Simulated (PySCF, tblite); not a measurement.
**Complex of Mg2+ and 5 × hydrogen fluoride**

A gas-phase complex of Mg2+ and 5 × hydrogen fluoride; charge +2, singlet. The structure comes from a short search (6 tight-binding starts) and was relaxed by PBE0-D3(BJ)/def2-SVPD; another way of binding may lie lower. No frequency run checks that it is a minimum.

```csv
part,name,SMILES,atoms,charge,multiplicity
1,Mg2+,[Mg+2],1,+2,1
2,hydrogen fluoride,F,2–3,0,1
3,hydrogen fluoride,F,4–5,0,1
4,hydrogen fluoride,F,6–7,0,1
5,hydrogen fluoride,F,8–9,0,1
6,hydrogen fluoride,F,10–11,0,1
```

Coordinates in Å:
```
Mg1    -1.019   -0.704   -0.719
F2     -0.977    1.093   -1.518
H3     -0.943    1.953   -1.887
F4      0.199   -1.686   -1.957
H5      0.751   -2.177   -2.531
F6      0.502   -0.606    0.570
H7      1.213   -0.617    1.178
F8     -2.239   -0.429    0.834
H9     -2.818   -0.343    1.565
F10    -2.570   -1.472   -1.713
H11    -3.279   -1.893   -2.155
```

```csv
contact,kind (by geometry),distance (Å),angle (°)
Mg1···F2,ion contact,1.968,-
Mg1···F8,ion contact,1.994,-
Mg1···F4,ion contact,1.995,-
Mg1···F6,ion contact,1.996,-
Mg1···F10,ion contact,1.996,-
```

Interaction energies are complex less parts, with the parts frozen as they stand in it; counterpoise-corrected, in kcal/mol (PySCF).

Q: How strongly do the parts interact, level by level?

A: 
```json
{"level": "wB97M-D3(BJ)/def2-SVPD", "interaction": "-212.09", "superposition error removed": "-5.56"}
{"level": "PBE0-D3(BJ)/def2-SVPD", "interaction": "-213.25", "superposition error removed": "-5.90"}
```

Q: What holds them together? Decompose the wB97M-D3(BJ)/def2-SVPD energy: frozen parts, their antisymmetrised product, then relaxation.

A: electrostatic -163.3, Pauli repulsion +48.3, orbital relaxation -99.0, dispersion correction -3.6 kcal/mol, which sum to the value before the counterpoise correction; the Pauli term holds the exchange-correlation of the frozen density too. Of the attraction, 61 % is electrostatic, 37 % is orbital relaxation, 1 % is dispersion correction.

The parts were also relaxed and run alone, at the levels used for the complex: shieldings by PBE0/pcSseg-2; core levels by delta-SCF with SCAN, pcX-2 on the ionised atom and pcseg-1 elsewhere, spin-free X2C.

Values alone: shielding of Mg1 (ppm): 695.0; shielding of F2 (ppm): 410.9; shielding of F8 (ppm): 410.9; Mg1 1s core level (eV): 1334.62; F2 1s core level (eV): 694.12; F8 1s core level (eV): 694.12.

Q: What does binding change?

A: 
```json
{"property": "shielding of Mg1 (ppm)", "alone": "695.0", "in the complex": "622.6", "change": "-72.4"}
{"property": "shielding of F2 (ppm)", "alone": "410.9", "in the complex": "418.7", "change": "+7.8"}
{"property": "shielding of F8 (ppm)", "alone": "410.9", "in the complex": "415.3", "change": "+4.4"}
{"property": "Mg1 1s core level (eV)", "alone": "1334.62", "in the complex": "1324.61", "change": "-10.01"}
{"property": "F2 1s core level (eV)", "alone": "694.12", "in the complex": "705.01", "change": "+10.89"}
{"property": "F8 1s core level (eV)", "alone": "694.12", "in the complex": "704.87", "change": "+10.76"}
```

Multiply charged ions in the gas phase bind far more strongly than in solution.
